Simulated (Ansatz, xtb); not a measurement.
## CH6FNOSi: which of two conformers lies lower

Structure X: `CN[Si@H](O)F`, a singlet. Structure Y: `CN[Si@H](O)F`, a singlet. Both are isolated molecules in the gas phase, relaxed with B3LYP-D3(BJ)/def2-SVP.

X (Å):

```
atom    x (Å)    y (Å)    z (Å)
   C   0.8451  -0.2035   1.9551
   F  -0.6145   2.3471   0.9998
   N   1.2855   0.5233   0.7747
   O   1.3670   2.7674  -0.8284
  Si   0.3654   1.6673  -0.1099
   H   0.5467  -1.2473   1.7407
   H   1.6311  -0.2320   2.7301
   H  -0.0236   0.3083   2.3936
   H   2.1134   0.1360   0.3316
   H  -0.5108   1.1927  -1.2000
   H   2.0635   3.1306  -0.2670
```

Y (Å):

```xyz
11

C    -0.7224    2.9232   -0.7179
F    -1.6778    1.4293    2.9081
N    -0.8237    2.1899    0.5315
O    -2.8676    3.5941    1.7477
Si   -2.2176    2.0902    1.5231
H    -0.8200    2.2837   -1.6160
H    -1.5219    3.6790   -0.7657
H     0.2374    3.4638   -0.7961
H    -0.0758    1.5227    0.6948
H    -3.3543    1.2609    1.0736
H    -2.2410    4.2921    1.9772
```

Energies in hartree; the thermal terms are from B3LYP-D3(BJ)/def2-SVP harmonic frequencies (ideal gas, rigid rotor, one conformer each, 200 K, 1 atm) and include the zero-point energy:

|  | X | Y |
| --- | --- | --- |
| E, CCSD(T)/def2-SVP | −559.717310 | −559.717391 |
| E, MP2/def2-SVP | −559.659249 | −559.659376 |
| E, MP2/def2-TZVPP | −560.329022 | −560.329222 |
| zero-point energy | 0.080870 | 0.080815 |
| H(200 K) − E | 0.085313 | 0.085267 |
| G(200 K) − E | 0.062015 | 0.061927 |

Problem. Correct the CCSD(T) difference for the basis set by the MP2 change, then work out ΔE, ΔE₀, ΔH and ΔG for X → Y in kcal/mol (1 Eh = 627.51 kcal/mol) and the equilibrium ratio [Y]/[X].

Solution. 1. Differences Y − X: CCSD(T) −0.000081, MP2 in the small set −0.000127, MP2 in the large set −0.000200 Eh.
2. ΔE = −0.000081 + (−0.000200 − (−0.000127)) = −0.000154 Eh = −0.10 kcal/mol.
3. ΔE₀ = ΔE + ΔZPE = −0.000154 + (−0.000055) Eh = −0.13 kcal/mol.
4. ΔH = ΔE + (−0.000046) Eh = −0.13 kcal/mol.
5. ΔG = ΔE + (−0.000088) Eh = −0.15 kcal/mol, so ΔS = (ΔH − ΔG)/T = +0.6 J/(mol K).
6. kT = 0.6334 mEh, so K = [Y]/[X] = exp(−ΔG/kT) = exp(+0.38) ≈ 1.5.

The two are too close for this level to say which is favoured. An error of 1 kcal/mol in ΔG would change K by a factor of 12. Mirror images and further conformers aren't counted.

Other levels gave ΔE = −0.1 (B3LYP-D3(BJ)/def2-SVP); −0.1 (HF/def2-SVP); −0.1 (MP2/def2-SVP); −0.1 (CCSD(T)/def2-SVP) kcal/mol. The correlated steps freeze 9 core orbitals. Programs: Ansatz 0.2.0.
